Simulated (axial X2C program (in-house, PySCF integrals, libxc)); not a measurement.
# How long does AlW take?

A bond scan computed with an in-house all-electron X2C program for linear molecules (integrals from PySCF). Basis: W dyall-cv3z [13s14p9d7f4g], Al dyall-v3z [8s8p2d1f] (cores contracted in-house).

Input:
```json
{"zs": [74, 13], "q": 0, "bas": ["dyall-cv3z", "dyall-v3z"], "levels": ["PBE0", "HF", "TPSS"], "cc": true, "r0": 2.63, "thr": -1.0, "nmax": 90, "npts": 10, "nst": 2, "ntry": 6}
```
```bash
python so2c.py task.json out
```

Keys: zs atomic numbers; q charge; bas basis sets; levels methods; cc coupled cluster on or off; r0 starting distance in Å; thr threshold in hartree for freezing inner shells (an s shell follows its p shell); nmax most natural virtual spinors; npts points on the curve; nst determinants followed; ntry starts of the search. HF also brings MP2.

Hardware: 1 thread of Arm Neoverse V2, on a shared host.

Wall time of one point of each curve, integrals apart:

| Hamiltonian | level | points | seconds a point |
| --- | --- | --- | --- |
| spin-free | PBE0 | 6 | 1 |
| spin-free | HF | 6 | 0.76 |
| spin-free | CCSD(T) (9 electrons, 90 virtuals) | 6 | 4.4 |
| spin-free | TPSS | 6 | 1.1 |
| 2c | PBE0 | 6 | 1.7 |
| 2c | HF | 6 | 4 |
| 2c | CCSD(T) (9 electrons, 90 virtuals) | 5 | 8.8 |
| 2c | TPSS | 6 | 1.2 |

The rest:

Search with its distance optimisation 71 s, atoms 25 s, whole task 220 s. Coupled cluster runs on the points near the minimum only. The program drops outer points, and coupled cluster, when its time limit (not in the input) nears; MP2, further determinants and curves that did not converge are not in the table.
